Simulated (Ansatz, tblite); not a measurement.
Forces on the cluster Ga6S10⁻ at its PBE-D4/def2-SVP geometry. The state is a doublet with charge -1.

The xTB rows come from tblite. Single mean-field runs in def2-TZVP are fitted with def2-universal-jkfit. The structure comes from a short search, and lower isomers may exist.

GFN1-xTB (tblite), largest force 0.65 eV/Å:

```xyz
16
positions Å, forces eV/Å
Ga    1.974    0.030   -1.446   -0.103    0.321    0.233
Ga   -0.863   -1.698   -0.835   -0.134   -0.209   -0.048
Ga   -0.129    1.896   -2.566   -0.192    0.154    0.026
Ga    1.691   -2.251    0.733   -0.018   -0.167    0.051
Ga   -2.436    1.622    1.006    0.125    0.076   -0.058
Ga   -0.344   -0.293    2.135   -0.046    0.483    0.021
S    -1.519    1.334    3.112    0.101   -0.141    0.124
S    -0.039   -0.642   -2.617   -0.152   -0.244    0.235
S     1.199   -1.788    2.873    0.003   -0.017   -0.132
S    -2.195   -0.945    0.760    0.201   -0.089   -0.284
S    -0.376    2.292   -0.165    0.290   -0.390    0.192
S     0.235   -3.592   -0.365    0.054   -0.060    0.046
S    -3.948    2.692   -0.015   -0.121    0.005    0.113
S     1.118    0.989    0.637   -0.492    0.214   -0.361
S     3.393   -1.481   -0.517   -0.135    0.083   -0.073
S     2.239    1.834   -2.730    0.619   -0.019   -0.084
```

GFN2-xTB (tblite), largest force 1.39 eV/Å:

```
Ga 0.375 0.191 -0.193
Ga -0.119 -0.434 -0.271
Ga -0.578 0.896 -0.886
Ga 0.256 -0.341 0.200
Ga -0.360 0.339 0.147
Ga -0.017 0.219 0.452
S 0.026 0.073 0.451
S -0.158 -0.664 -0.067
S -0.006 -0.080 0.124
S -0.294 -0.305 -0.177
S 0.584 -0.177 0.562
S -0.099 -0.351 -0.033
S -0.141 -0.023 -0.011
S -0.338 0.627 -0.088
S 0.149 -0.011 -0.116
S 0.720 0.039 -0.095
```

PBE-D4/def2-TZVP (Ansatz), largest force 0.46 eV/Å:

```
Ga -0.053 -0.008 0.027
Ga 0.012 0.035 0.012
Ga 0.128 -0.108 0.105
Ga 0.023 -0.015 0.023
Ga 0.055 -0.040 0.046
Ga -0.007 -0.005 -0.042
S -0.009 -0.039 -0.076
S 0.010 0.046 0.099
S -0.046 0.039 -0.109
S 0.101 0.042 -0.025
S 0.275 -0.260 0.110
S 0.014 0.094 0.017
S 0.007 -0.021 0.017
S -0.328 0.242 -0.202
S -0.121 0.037 -0.014
S -0.061 -0.038 0.012
```
